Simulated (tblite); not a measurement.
Species: C3H12NPSi.
Numbering: `[CH3:1][CH2:2][N:3]([CH3:4])[SiH2:5][PH2:6]` (hydrogens: H7, H8, H9 on C1; H10, H11 on C2; H12, H13, H14 on C4; H15, H16 on Si5; H17, H18 on P6)

Computed geometry: GFN2-xTB, gas phase.

Some entries are withheld. Bonds in one row agree within 0.01 Å.

| coordinate | value |
| --- | --- |
| C1–C2 | ? |
| C2–N3 | 1.445 Å |
| N3–C4 | 1.442 Å |
| N3–Si5 | ? |
| Si5–P6 | ? |
| C1–H7, C1–H8, C1–H9 | 1.087 Å |
| C2–H10, C2–H11 | 1.096 Å |
| C4–H12, C4–H13, C4–H14 | 1.091 Å |
| Si5–H15, Si5–H16 | 1.474 Å |
| P6–H17, P6–H18 | 1.381 Å |
| C1–C2–N3 | ? |
| C2–N3–C4 | 114.6° |
| C2–N3–Si5 | ? |
| C4–N3–Si5 | ? |
| N3–Si5–P6 | 106.9° |

Task: Fill in the missing values.

Result: 
- C1–C2 = 1.527 Å, drawn single (methyl carbon to sp3 carbon bound to nitrogen); 0.01 Å above the sum of covalent radii, 1.52 Å.
- N3–Si5 = 1.715 Å, drawn single (silicon-bound nitrogen to SiH2 silicon); 0.10 Å below the sum of covalent radii, 1.82 Å.
- Si5–P6 = 2.238 Å, drawn single (SiH2 silicon to three-coordinate phosphorus); 0.06 Å above the sum of covalent radii, 2.18 Å.
- C1–C2–N3 = 114.2°, at the sp3 carbon bound to nitrogen; the outer atoms are 2.495 Å apart.
- C2–N3–Si5 = 122.9°, at the silicon-bound nitrogen; the outer atoms are 2.779 Å apart.
- C4–N3–Si5 = 118.7°, at the silicon-bound nitrogen; the outer atoms are 2.720 Å apart.

Radii are Cordero's, carbon taken as 0.76, 0.73 or 0.69 Å for four, three, and two or fewer neighbours.

Its GFN2-xTB frequencies are all real (lowest 45 cm⁻¹). The numbers are those of one conformer (C1–C2–N3–C4 -71°, C2–N3–Si5–P6 23°, N3–Si5–P6–H 167° and 74°).

Time: 0.64 s wall. Hardware: one thread of an Arm Neoverse V2, shared host with 32 logical CPUs at a one-minute load of 4.8. That covers the optimisation of the geometry.
